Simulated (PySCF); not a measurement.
## Spin-rotation constants: `CP(C)(=N)c1ccsc1`, C₆H₁₀NPS

Molfile (atoms numbered from 1):
```
C6H10NPS
     RDKit          3D

 19 19  0  0  0  0  0  0  0  0999 V2000
   -1.9440   -0.9638    0.7501 C   0  0  0  0  0  0  0  0  0  0  0  0
   -0.7824   -0.2022   -0.4705 P   0  0  0  0  0  5  0  0  0  0  0  0
   -1.2974    1.5380   -0.5561 C   0  0  0  0  0  0  0  0  0  0  0  0
   -0.7540   -0.7219   -1.9371 N   0  0  0  0  0  0  0  0  0  0  0  0
    0.7952   -0.1433    0.4482 C   0  0  0  0  0  0  0  0  0  0  0  0
    1.9607    0.3189   -0.2208 C   0  0  0  0  0  0  0  0  0  0  0  0
    3.0664    0.2648    0.5573 C   0  0  0  0  0  0  0  0  0  0  0  0
    2.7219   -0.3607    2.1241 S   0  0  0  0  0  0  0  0  0  0  0  0
    1.0620   -0.5494    1.7188 C   0  0  0  0  0  0  0  0  0  0  0  0
   -1.9885   -0.4055    1.6811 H   0  0  0  0  0  0  0  0  0  0  0  0
   -2.9286   -0.9821    0.2831 H   0  0  0  0  0  0  0  0  0  0  0  0
   -1.6344   -1.9892    0.9500 H   0  0  0  0  0  0  0  0  0  0  0  0
   -0.6056    2.0592   -1.2142 H   0  0  0  0  0  0  0  0  0  0  0  0
   -2.2911    1.5672   -0.9984 H   0  0  0  0  0  0  0  0  0  0  0  0
   -1.3023    2.0016    0.4281 H   0  0  0  0  0  0  0  0  0  0  0  0
   -0.4938   -1.6910   -2.0527 H   0  0  0  0  0  0  0  0  0  0  0  0
    1.9445    0.6621   -1.2406 H   0  0  0  0  0  0  0  0  0  0  0  0
    4.0720    0.5486    0.3177 H   0  0  0  0  0  0  0  0  0  0  0  0
    0.3896   -0.9420    2.4549 H   0  0  0  0  0  0  0  0  0  0  0  0
  1  2  1  0
  2  3  1  0
  2  4  2  0
  2  5  1  0
  5  6  1  0
  6  7  2  0
  7  8  1  0
  8  9  1  0
  9  5  2  0
  1 10  1  0
  1 11  1  0
  1 12  1  0
  3 13  1  0
  3 14  1  0
  3 15  1  0
  4 16  1  0
  6 17  1  0
  7 18  1  0
  9 19  1  0
M  END
```

Theory: PySCF 2.14.0, GIAO B3LYP/pcSseg-1 magnetisability, rotational g tensor and spin-rotation constants, non-relativistic, gas phase. Geometry: GFN2-xTB.

Task: Give the nuclear spin-rotation constants along the inertial axes (H = +C I·J) beside the isotropic shieldings.

Result: Rotational constants 2.4559, 0.7353, 0.6602 GHz. A star marks the isotopologue with that one atom substituted, in its own axes.
| atom | isotope | Caa (kHz) | Cbb (kHz) | Ccc (kHz) | mean (kHz) | σ (ppm) |
| --- | --- | --- | --- | --- | --- | --- |
| P2 | 31P | 4.157 | 1.170 | 0.944 | 2.090 | 323.4 |
| N4 | 14N | 0.090 | 0.036 | 0.050 | 0.058 | 206.2 |
| H10 | 1H | -0.244 | -0.051 | -0.020 | -0.105 | 30.1 |
| H11 | 1H | 0.069 | -0.078 | -0.083 | -0.031 | 30.4 |
| H12 | 1H | -0.263 | -0.060 | -0.008 | -0.110 | 30.2 |
| H13 | 1H | -0.270 | 0.015 | -0.068 | -0.108 | 29.9 |
| H14 | 1H | 0.081 | -0.090 | -0.070 | -0.026 | 30.0 |
| H15 | 1H | -0.238 | -0.062 | -0.021 | -0.107 | 31.0 |
| H16 | 1H | -0.311 | -0.095 | 0.021 | -0.129 | 31.3 |
| H17 | 1H | -0.146 | 0.055 | -0.069 | -0.053 | 24.2 |
| H18 | 1H | -0.006 | 0.006 | -0.074 | -0.025 | 24.7 |
| H19 | 1H | -0.229 | 0.073 | -0.078 | -0.078 | 24.9 |
| C1 | 13C* | 0.397 | 0.097 | 0.113 | 0.202 | 159.7 |
| C5 | 13C* | 1.090 | 0.321 | 0.116 | 0.509 | 31.9 |
| C6 | 13C* | 0.904 | 0.345 | 0.098 | 0.449 | 46.3 |
| C7 | 13C* | 0.928 | 0.327 | 0.107 | 0.454 | 45.6 |
| S8 | 33S* | 1.056 | 0.281 | 0.214 | 0.517 | 235.4 |
| C9 | 13C* | 0.904 | 0.330 | 0.106 | 0.447 | 47.8 |

For the geometry as given, no vibrational averaging.
